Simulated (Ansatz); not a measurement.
Steps of a relaxation of CH$_{9}$AsBGaSi with RKS PBE0-D4/def2-TZVP.

```sh
$ ansatz run in.yaml --threads 2 --pin off --events-out ev --progress --plain --max-ram 32768MiB --backend cuda --devices 0, --max-vram 18GiB
```

```yaml
crystal:
  periodic: [false, false, false]
  atoms:
    - {symbol: C, position_ang: [-0.859330, 1.275470, 1.225620]}
    - {symbol: Si, position_ang: [-0.390860, -0.575860, 0.981370]}
    - {symbol: Ga, position_ang: [1.972810, -0.151520, 0.478330]}
    - {symbol: B, position_ang: [-0.922590, -1.351860, -0.714120]}
    - {symbol: As, position_ang: [-1.037090, -0.192880, -2.356090]}
    - {symbol: H, position_ang: [-1.929420, 1.458830, 1.198930]}
    - {symbol: H, position_ang: [-0.477150, 1.653560, 2.171880]}
    - {symbol: H, position_ang: [-0.398920, 1.858830, 0.425270]}
    - {symbol: H, position_ang: [-0.587980, -1.240950, 2.300220]}
    - {symbol: H, position_ang: [2.370130, 1.306890, -0.167200]}
    - {symbol: H, position_ang: [3.379210, -0.999460, 0.525110]}
    - {symbol: H, position_ang: [-1.091430, -2.509240, -0.830050]}
    - {symbol: H, position_ang: [0.209300, 0.593010, -2.011400]}
    - {symbol: H, position_ang: [-0.236690, -1.124820, -3.227870]}
basis:
  gaussian: {orbitals: def2-TZVP}
hamiltonian: {xc: pbe0, dispersion: d4}
relax: {f_tol: 0.005, max_steps: 150}
```

Positions (Å) and forces (eV/Å) along the path, 10 of 23 steps:

```xyz
14
step=1 energy=-122937.0659 eV
C    -0.859    1.275    1.226    0.135   -0.380   -0.309
Si   -0.391   -0.576    0.981    0.285    1.331    0.709
Ga    1.973   -0.152    0.478    1.089    0.044   -0.526
B    -0.923   -1.352   -0.714    0.046    0.090   -0.174
As   -1.037   -0.193   -2.356    0.143   -0.075    0.199
H    -1.929    1.459    1.199   -0.228   -0.069    0.015
H    -0.477    1.654    2.172    0.076   -0.024    0.112
H    -0.399    1.859    0.425   -0.036    0.070    0.000
H    -0.588   -1.241    2.300   -0.018   -0.284   -0.148
H     2.370    1.307   -0.167   -0.480   -0.462    0.308
H     3.379   -0.999    0.525   -0.805    0.105    0.164
H    -1.091   -2.509   -0.830   -0.133   -0.465   -0.143
H     0.209    0.593   -2.011   -0.020    0.350    0.049
H    -0.237   -1.125   -3.228   -0.056   -0.231   -0.256
14
step=5 energy=-122937.3770 eV
C    -0.965    1.339    1.284   -0.026    0.237   -0.013
Si   -0.317   -0.413    1.079   -0.044   -0.081   -0.093
Ga    1.997   -0.262    0.366    0.028    0.009   -0.068
B    -0.727   -1.294   -0.633    0.018   -0.014    0.050
As   -0.864   -0.225   -2.311    0.046   -0.008   -0.008
H    -2.052    1.329    1.431    0.128    0.022   -0.004
H    -0.504    1.840    2.143   -0.090   -0.080   -0.119
H    -0.746    1.936    0.389   -0.044   -0.100    0.149
H    -0.547   -1.224    2.306    0.016   -0.015    0.019
H     2.352    1.115   -0.321    0.006    0.033    0.021
H     3.118   -1.359    0.422   -0.020   -0.062    0.009
H    -0.866   -2.478   -0.753    0.034    0.071    0.024
H     0.237    0.802   -2.112   -0.063   -0.013    0.019
H    -0.116   -1.105   -3.291    0.011    0.002    0.015
14
step=10 energy=-122937.5641 eV
C    -1.059    1.425    1.325    0.116   -0.105    0.032
Si   -0.486   -0.355    1.150   -0.334   -0.069    0.058
Ga    1.722   -0.433   -0.011    0.223    0.045   -0.288
B    -0.562   -1.300   -0.504    0.031   -0.094    0.183
As   -0.627   -0.345   -2.271    0.321   -0.044   -0.084
H    -2.130    1.435    1.547    0.008    0.006   -0.003
H    -0.538    1.944    2.131    0.015    0.016    0.014
H    -0.898    1.976    0.398    0.003    0.016   -0.032
H    -0.515   -1.111    2.438    0.024    0.087   -0.087
H     2.294    1.025   -0.311   -0.150   -0.214    0.092
H     2.633   -1.697   -0.279   -0.116    0.153   -0.035
H    -0.445   -2.493   -0.566    0.020    0.151    0.034
H     0.116    0.958   -1.988   -0.041   -0.114   -0.053
H     0.496   -1.029   -3.059   -0.120    0.168    0.169
14
step=11 energy=-122937.6615 eV
C    -1.060    1.439    1.334    0.116   -0.153    0.052
Si   -0.565   -0.365    1.168   -0.306   -0.034    0.091
Ga    1.622   -0.475   -0.143    0.322    0.074   -0.245
B    -0.536   -1.310   -0.464    0.111   -0.106    0.208
As   -0.549   -0.374   -2.254    0.271    0.000   -0.194
H    -2.128    1.486    1.566    0.024    0.024   -0.004
H    -0.514    1.947    2.130    0.003   -0.004   -0.001
H    -0.889    1.974    0.399   -0.003    0.014   -0.034
H    -0.526   -1.089    2.476    0.002    0.105   -0.130
H     2.188    1.012   -0.281   -0.173   -0.263    0.080
H     2.554   -1.713   -0.457   -0.103    0.180   -0.024
H    -0.370   -2.499   -0.513   -0.054    0.149    0.034
H     0.126    0.970   -1.974   -0.054   -0.140   -0.035
H     0.649   -1.003   -2.985   -0.155    0.154    0.203
14
step=15 energy=-122937.7670 eV
C    -1.005    1.446    1.317   -0.030   -0.020   -0.012
Si   -0.708   -0.389    1.148    0.022   -0.005    0.022
Ga    1.576   -0.521   -0.263   -0.033    0.025   -0.023
B    -0.484   -1.353   -0.434    0.011    0.013    0.033
As   -0.498   -0.482   -2.283    0.079    0.016   -0.038
H    -2.051    1.612    1.592    0.030    0.008   -0.002
H    -0.379    1.892    2.092    0.024   -0.002    0.007
H    -0.818    1.960    0.373    0.008   -0.001   -0.002
H    -0.650   -1.061    2.474   -0.026    0.005    0.002
H     1.998    0.991   -0.138   -0.016   -0.043   -0.010
H     2.590   -1.645   -0.662    0.004    0.021    0.007
H    -0.372   -2.542   -0.422   -0.005    0.006   -0.019
H    -0.089    0.957   -1.978   -0.037   -0.058   -0.006
H     0.890   -0.865   -2.815   -0.032    0.034    0.041
14
step=16 energy=-122937.7737 eV
C    -0.974    1.440    1.306    0.064    0.015    0.046
Si   -0.706   -0.401    1.151   -0.131   -0.005   -0.175
Ga    1.565   -0.521   -0.297    0.045   -0.014    0.087
B    -0.485   -1.366   -0.435   -0.031   -0.014    0.074
As   -0.486   -0.518   -2.297   -0.014    0.064    0.077
H    -2.009    1.642    1.596   -0.010   -0.024    0.010
H    -0.322    1.870    2.070   -0.014    0.011   -0.029
H    -0.783    1.944    0.357    0.017   -0.012    0.006
H    -0.736   -1.076    2.475    0.053    0.003    0.017
H     1.973    0.993   -0.184   -0.026   -0.006   -0.033
H     2.612   -1.643   -0.599   -0.006    0.001   -0.057
H    -0.373   -2.554   -0.425    0.004   -0.005    0.013
H    -0.238    0.949   -1.969   -0.018   -0.030   -0.045
H     0.961   -0.759   -2.749    0.069    0.015    0.008
14
step=19 energy=-122937.7840 eV rejected
C    -0.956    1.446    1.289   -0.083   -0.008    0.031
Si   -0.733   -0.400    1.123    0.022    0.022   -0.019
Ga    1.566   -0.548   -0.302   -0.007   -0.043   -0.005
B    -0.492   -1.389   -0.439    0.020   -0.021    0.017
As   -0.456   -0.563   -2.312    0.008    0.018   -0.007
H    -1.990    1.666    1.576    0.005   -0.015   -0.004
H    -0.308    1.849    2.067    0.052    0.017    0.032
H    -0.747    1.967    0.355    0.019   -0.024   -0.050
H    -0.726   -1.056    2.459   -0.008    0.007    0.007
H     1.984    0.961   -0.194   -0.025    0.023   -0.006
H     2.600   -1.677   -0.628   -0.013    0.001   -0.004
H    -0.377   -2.577   -0.404   -0.008    0.001    0.009
H    -0.427    0.921   -1.979    0.008    0.014    0.005
H     1.061   -0.602   -2.611    0.011    0.006   -0.006
14
step=20 energy=-122937.7859 eV
C    -0.956    1.442    1.284   -0.001    0.010    0.008
Si   -0.734   -0.404    1.127   -0.003   -0.001   -0.003
Ga    1.563   -0.551   -0.299   -0.001    0.000    0.005
B    -0.490   -1.392   -0.436    0.005   -0.008    0.023
As   -0.451   -0.548   -2.302   -0.024    0.019   -0.017
H    -1.980    1.666    1.596    0.009   -0.009   -0.004
H    -0.280    1.857    2.035   -0.002   -0.002   -0.007
H    -0.770    1.941    0.332   -0.001   -0.002   -0.003
H    -0.736   -1.058    2.465   -0.002    0.001   -0.001
H     1.949    0.968   -0.187    0.005   -0.009   -0.004
H     2.606   -1.670   -0.627   -0.004    0.009   -0.002
H    -0.385   -2.580   -0.406    0.001    0.003   -0.004
H    -0.396    0.934   -1.960   -0.002   -0.010    0.003
H     1.060   -0.605   -2.621    0.022   -0.001    0.004
14
step=22 energy=-122937.7862 eV
C    -0.954    1.441    1.275   -0.003   -0.003    0.006
Si   -0.735   -0.406    1.127    0.005    0.002   -0.013
Ga    1.564   -0.557   -0.298   -0.003    0.002    0.000
B    -0.489   -1.396   -0.434    0.002    0.001    0.006
As   -0.450   -0.545   -2.299    0.001   -0.002   -0.002
H    -1.975    1.664    1.596    0.000    0.005    0.000
H    -0.271    1.861    2.016    0.001    0.000    0.002
H    -0.778    1.936    0.318   -0.002   -0.006   -0.003
H    -0.740   -1.053    2.467    0.000    0.001    0.005
H     1.955    0.960   -0.180    0.002   -0.002   -0.001
H     2.604   -1.675   -0.635   -0.001    0.001    0.001
H    -0.384   -2.585   -0.407   -0.002   -0.001   -0.002
H    -0.416    0.935   -1.945   -0.001    0.001    0.002
H     1.068   -0.579   -2.601    0.002    0.000   -0.001
14
step=23 energy=-122937.7862 eV
C    -0.954    1.441    1.274    0.001   -0.001    0.001
Si   -0.734   -0.406    1.127    0.001    0.003   -0.004
Ga    1.564   -0.557   -0.299    0.000    0.000    0.001
B    -0.489   -1.397   -0.434    0.001   -0.001    0.000
As   -0.448   -0.545   -2.299    0.001    0.001    0.001
H    -1.974    1.664    1.600    0.000    0.002    0.000
H    -0.268    1.862    2.011   -0.001   -0.001    0.000
H    -0.783    1.933    0.316   -0.002   -0.001    0.000
H    -0.740   -1.052    2.467    0.000   -0.001    0.002
H     1.958    0.958   -0.179   -0.001    0.000    0.000
H     2.603   -1.677   -0.634    0.000   -0.001    0.000
H    -0.386   -2.586   -0.408    0.001    0.000    0.000
H    -0.418    0.935   -1.942    0.000    0.000   -0.002
H     1.071   -0.574   -2.599   -0.003    0.000    0.003
```

It took 60 s on 2 threads of an AMD EPYC 7R13 on a shared host and a share of an NVIDIA H100 80 GB, with 0.95 GiB of host memory at the peak.
